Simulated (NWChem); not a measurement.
System: ZnSiH3OI; SMILES [SiH3][O][Zn][I]

Input file for NWChem:

```
start job
memory heap 200 mb stack 900 mb global 1100 mb
geometry units angstroms noautoz
  Zn     0.139611     0.486293     0.000751
  I     -0.462431    -1.848406    -0.001523
  O      0.669266     2.170253     0.002540
  Si     0.139702     3.726101    -0.000214
  H     -0.678675     4.031866    -1.219658
  H      1.308000     4.657282     0.020799
  H     -0.715577     4.023783     1.195770
end
basis spherical
  * library def2-svp
end
ecp
  I library def2-ecp
end
dft
  xc m06
  iterations 150
  mulliken
end
task dft energy
```

NWChem printed, in part:

```
             Northwest Computational Chemistry Package (NWChem) 7.3.0
             --------------------------------------------------------

 C1  symmetry detected

                             Geometry "geometry" -> ""
                             -------------------------

 Output coordinates in angstroms (scale by  1.889725989 to convert to a.u.)

  No.       Tag          Charge          X              Y              Z
 ---- ---------------- ---------- -------------- -------------- --------------
    1 Zn                  30.0000     0.18329219     0.53036544     0.00006327
    2 I                   53.0000    -0.06122052    -1.86827849    -0.00001534
    3 O                    8.0000     0.45398726     2.27478025    -0.00018220
    4 Si                  14.0000    -0.30328383     3.73342656     0.00000020
    5 H                    1.0000    -1.16404537     3.91226161    -1.21547683
    6 H                    1.0000     0.71196866     4.82954433     0.01575023
    7 H                    1.0000    -1.18792580     3.89977703     1.20009626

 Effective nuclear repulsion energy (a.u.)     695.1889107852

                                 NWChem DFT Module
                                 -----------------

 Summary of "ao basis" -> "ao basis" (spherical)
 ------------------------------------------------------------------------------
       Tag                 Description            Shells   Functions and Types
 ---------------- ------------------------------  ------  ---------------------
 Zn                         def2-svp                11       31   5s3p2d1f
 I                          def2-svp                10       26   4s4p2d
 O                          def2-svp                 6       14   3s2p1d
 Si                         def2-svp                 8       18   4s3p1d
 H                          def2-svp                 3        5   2s1p

            General Information
            -------------------
          SCF calculation type: DFT
          Wavefunction type:  closed shell.
          No. of atoms     :     7
          No. of electrons :    80
           Alpha electrons :    40
            Beta electrons :    40
          Charge           :     0
          Spin multiplicity:     1
          Use of symmetry is: off; symmetry adaption is: off
          Maximum number of iterations: 150
          AO basis - number of functions:   104
                     number of shells:    44
          Convergence on energy requested:  1.00D-06
          Convergence on density requested:  1.00D-05
          Convergence on gradient requested:  5.00D-04

              XC Information
              --------------
                          M06 Method XC Functional
                     Hartree-Fock (Exact) Exchange  0.270
                           M06 Exchange Functional  1.000
                         M06 Correlation Potential  1.000

             Grid Information
             ----------------
          Grid used for XC integration:  medium
          Radial quadrature: Mura-Knowles
          Angular quadrature: Lebedev.
          Tag              B.-S. Rad. Rad. Pts. Rad. Cut. Ang. Pts.
          ---              ---------- --------- --------- ---------
          Zn                  1.35      112          11.0       590
          I                   1.40      123          15.0       590
          O                   0.60       49          11.0       434
          Si                  1.10       88          13.0       590
          H                   0.35       45          15.0       434
          Grid pruning is: on
          Number of quadrature shells:   507
          Spatial weights used:  Erf1

      Superposition of Atomic Density Guess
      -------------------------------------

 Sum of atomic energies:       -2489.61613503

      Non-variational initial energy
      ------------------------------

 Total energy =   -2439.952029
 1-e energy   =   -4381.508014
 2-e energy   =    1503.250582
 HOMO         =      -0.357321
 LUMO         =      -0.061415

     ---------------------------------------------
      Total Density - Mulliken Population Analysis
     ---------------------------------------------

    Atom       Charge   Shell Charges
 -----------   ------   -------------------------------------------------------
    1 Zn  30    28.87   2.00  2.00  2.00  0.56  0.10  6.00  5.99  0.25  8.05  1.93  0.00
    2 I   25    25.40   1.83  0.22  1.23  0.67  2.92  3.13  2.64  2.76  9.82  0.19
    3 O    8     9.15   1.99  1.11  0.70  3.17  2.17  0.00
    4 Si  14    13.26   2.00  1.99  0.95  0.26  5.94  1.03  0.89  0.21
    5 H    1     1.11   0.71  0.39  0.01
    6 H    1     1.11   0.71  0.39  0.01
    7 H    1     1.11   0.71  0.39  0.01

   convergence    iter        energy       DeltaE   RMS-Dens  Diis-err
 ---------------- ----- ----------------- --------- --------- ---------
 d= 0,ls=0.0,diis     1  -2443.1842374055 -2.88D+03  1.76D-02  7.40D-01
 d= 0,ls=0.0,diis     2  -2443.0168033609  1.67D-01  1.02D-02  2.57D+00
 d= 0,ls=0.0,diis     3  -2443.2792879711 -2.62D-01  2.26D-03  2.98D-02
 d= 0,ls=0.0,diis     4  -2443.2821848374 -2.90D-03  9.74D-04  6.71D-03
 d= 0,ls=0.0,diis     5  -2443.2784769254  3.71D-03  3.33D-04  5.66D-04
  Resetting Diis
 d= 0,ls=0.0,diis     6  -2443.2786074251 -1.30D-04  3.51D-04  1.36D-04
 d= 0,ls=0.0,diis     7  -2443.2786513458 -4.39D-05  1.09D-04  2.74D-05
 d= 0,ls=0.0,diis     8  -2443.2786515622 -2.16D-07  4.89D-05  4.58D-05
 d= 0,ls=0.0,diis     9  -2443.2786556792 -4.12D-06  9.62D-06  9.57D-07
 d= 0,ls=0.0,diis    10  -2443.2786557475 -6.82D-08  3.75D-06  1.40D-07

         Total DFT energy =    -2443.278655747465
      One electron energy =    -4380.361519688158
           Coulomb energy =     1622.834357036402
    Exchange-Corr. energy =     -124.056896897140
 Nuclear repulsion energy =      438.305403801431

 Numeric. integr. density =       80.000016740377

[...]
```

Level: M06/def2-SVP with def2 effective core potentials on I. Structure relaxed at the PBE0/def2-SVP level. Not confirmed as a minimum by frequencies. def2 effective core potentials on I; no spin-orbit coupling.
